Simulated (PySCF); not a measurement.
CHN, charge +1, doublet, at a GFN2-xTB geometry (a state made from the parent by changing its charge; the spin is typed, not shown lowest); REVPBE/6-31G in PySCF.

PySCF was given this input:
```python
from pyscf import gto, scf, dft

mol = gto.M(
    atom='''
C    -0.000000   -0.000000   -0.483127
N     0.000000    0.000000    0.641659
H    -0.000000   -0.000000   -1.592853
''',
    basis='6-31g',
    charge=1,
    spin=1,
    verbose=4,
)

mf = dft.UKS(mol)
mf.xc = 'revpbe'
mf.kernel()
```

Output, abridged:

```
PySCF version 2.14.0

[INPUT] verbose = 4
[INPUT] num. atoms = 3
[INPUT] num. electrons = 13
[INPUT] charge = 1
[INPUT] spin (= nelec alpha-beta = 2S) = 1
[INPUT] symmetry False subgroup None
[INPUT] Mole.unit = angstrom
[INPUT] Symbol           X                Y                Z      unit          X                Y                Z       unit  Magmom
[INPUT]  1 C      0.000000000000   0.000000000000  -0.483127000000 AA    0.000000000000   0.000000000000  -0.912977713383 Bohr   0.0
[INPUT]  2 N      0.000000000000   0.000000000000   0.641659000000 AA    0.000000000000   0.000000000000   1.212559775362 Bohr   0.0
[INPUT]  3 H      0.000000000000   0.000000000000  -1.592853000000 AA    0.000000000000   0.000000000000  -3.010055926692 Bohr   0.0

nuclear repulsion = 24.2785718066347
number of shells = 12
number of NR pGTOs = 48
number of NR cGTOs = 20
basis = 6-31g
ecp = {}

******** <class 'pyscf.dft.uks.UKS'> ********
method = UKS
initial guess = minao
damping factor = 0
level_shift factor = 0
DIIS = <class 'pyscf.scf.diis.CDIIS'>
diis_start_cycle = 1
diis_space = 8
diis_damp = 0
SCF conv_tol = 1e-09
SCF conv_tol_grad = None
SCF max_cycles = 50
direct_scf = True
direct_scf_tol = 1e-13
number electrons alpha = 7  beta = 6
XC library pyscf.dft.libxc version 7.1.2
    S. Lehtola, C. Steigemann, M. J. T. Oliveira, and M. A. L. Marques,  SoftwareX 7, 1–5 (2018)
XC functionals = revpbe
    Y. Zhang and W. Yang,  Phys. Rev. Lett. 80, 890 (1998)
    J. P. Perdew, K. Burke, and M. Ernzerhof,  Phys. Rev. Lett. 77, 3865 (1996)
    J. P. Perdew, K. Burke, and M. Ernzerhof,  Phys. Rev. Lett. 78, 1396 (1997)
radial grids:
    Treutler-Ahlrichs [JCP 102, 346 (1995); DOI:10.1063/1.469408] (M4) radial grids

becke partition: Becke, JCP 88, 2547 (1988); DOI:10.1063/1.454033
pruning grids: <function nwchem_prune>
grids dens level: 3
symmetrized grids: False
atomic radii adjust function: <function treutler_atomic_radii_adjust>
small_rho_cutoff = 0
Set gradient conv threshold to 3.16228e-05
tot grids = 37832
init E= -93.5329345030152

cycle= 1 E= -92.8269419657469  delta_E= 0.706  |g|= 0.185  |ddm|= 1.38
cycle= 2 E= -92.6638543484608  delta_E= 0.163  |g|= 0.663  |ddm|= 1.13
cycle= 3 E= -92.8446591189733  delta_E= -0.181  |g|= 0.192  |ddm|= 0.315
cycle= 4 E= -92.8567924281808  delta_E= -0.0121  |g|= 0.132  |ddm|= 0.205
cycle= 5 E= -92.8651492640824  delta_E= -0.00836  |g|= 0.0231  |ddm|= 0.159
cycle= 6 E= -92.8654355671136  delta_E= -0.000286  |g|= 0.00761  |ddm|= 0.0273
cycle= 7 E= -92.8654861000464  delta_E= -5.05e-05  |g|= 0.00154  |ddm|= 0.0107
cycle= 8 E= -92.8654901342578  delta_E= -4.03e-06  |g|= 0.000554  |ddm|= 0.00501
cycle= 9 E= -92.8654902854535  delta_E= -1.51e-07  |g|= 6.58e-05  |ddm|= 0.000636
cycle= 10 E= -92.8654902880132  delta_E= -2.56e-09  |g|= 3.35e-06  |ddm|= 7.72e-05
cycle= 11 E= -92.8654902880332  delta_E= -2e-11  |g|= 2.4e-07  |ddm|= 8.4e-06
Extra cycle  E= -92.8654902880333  delta_E= -7.11e-14  |g|= 4.88e-07  |ddm|= 6.4e-07
converged SCF energy = -92.8654902880333  <S^2> = 0.76736591  2S+1 = 2.0172912
```
